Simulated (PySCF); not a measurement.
Estimate the missing entries of this data sheet.

C₆H₁₃NP (charge +1).
InChI=1S/C6H12NP/c1-2-3-5-8-6-4-7/h8H,2-3,5-6H2,1H3/p+1

Conformer (atom-mapped SMILES and torsion angles): `[CH3:1][CH2:2][CH2:3][CH2:4][PH2+:5][CH2:6][C:7]#[N:8]`: C1–C2–C3–C4 175°, C2–C3–C4–P5 56°, C3–C4–P5–C6 166°, C4–P5–C6–C7 179°.

| property | level | value |
| --- | --- | --- |
| point group | PBE0-D3(BJ)/def2-SVP | ? |
| rotational constants A, B, C | PBE0-D3(BJ)/def2-SVP | 4.965, 0.588, 0.543 GHz |
| HOMO energy | B3LYP/def2-SVPD | ? |
| LUMO energy | B3LYP/def2-SVPD | ? |
| lowest singlet excitation | TDDFT B3LYP/def2-SVPD | 7.00 eV (177 nm, f = 0.016) |
| strongest line among the 10 lowest singlet transitions | TDDFT B3LYP/def2-SVPD | S4 at 7.30 eV (170 nm, f = 0.060) |
| lowest triplet excitation (Tamm–Dancoff) | TDA B3LYP/def2-SVPD | 5.96 eV |
| static isotropic polarisability | B3LYP/def2-SVPD | 96.7 au |
| vertical ionisation energy | ΔSCF B3LYP/def2-SVPD | ? |
| vertical electron affinity | ΔSCF B3LYP/def2-SVPD | 3.53 eV |
| electronic spatial extent ⟨r²⟩ about the centre of nuclear charge | B3LYP/def2-SVPD | 2025 bohr² |
| 13C chemical shifts (computed TMS as zero) by class | GIAO KT2/pcSseg-1 | ? |
| 1H chemical shifts (computed TMS as zero) by class | GIAO KT2/pcSseg-1 | 6.01 (2 H), 3.16 (2 H), 2.52 (2 H), 1.98 (2 H), 1.45 (3 H), 1.28 (2 H) ppm |
| isotropic shieldings of nuclei other than C and H, by class | GIAO KT2/pcSseg-1 | -51 (1 N), 371 (1 P) ppm |
| core binding energies | ΔSCF SCAN, pcX-2 on the ionised atom, pcseg-1 elsewhere, spin-free X2C, 2p3/2 from a spin–orbit splitting computed afterwards within the 2p shell | P2p3/2 144.2, C1s 294.0, C1s 294.8, C1s 295.3, C1s 296.5, C1s 296.8, C1s 297.6, N1s 409.5, P1s 2157.8 eV |

The electronic properties come from PySCF, for the isolated species, density fitting. The structure is a single PBE0-D3(BJ)/def2-SVP conformer in the gas phase; no vibrational or solvent corrections. NMR classes are plain means over equivalent atoms (diastereotopic ones count apart unless rotation or inversion swaps them), as if these changed places fast; in this geometry the members of some classes differ.

(1) Give the LUMO energy.

(2) What is the vertical ionisation energy?

(3) The 13C chemical shifts (computed TMS as zero) by class?

(4) What is the point group?

(5) Give the HOMO energy.

Results:

(1) -5.30 eV.

(2) 15.37 eV.

(3) 97.1 (1 C), 30.6 (1 C), 30.2 (1 C), 22.6 (1 C), 16.3 (1 C), 9.1 (1 C) ppm.

(4) C1.

(5) -13.01 eV.

In wavenumbers S1 is 56500 cm⁻¹ (1 eV = 8065.54 cm⁻¹). −ε(LUMO) is 5.30 eV against a ΔSCF electron affinity of 3.53 eV. The vertical singlet–triplet gap S1 − T1 is 1.04 eV (TDDFT singlet less Tamm–Dancoff triplet).
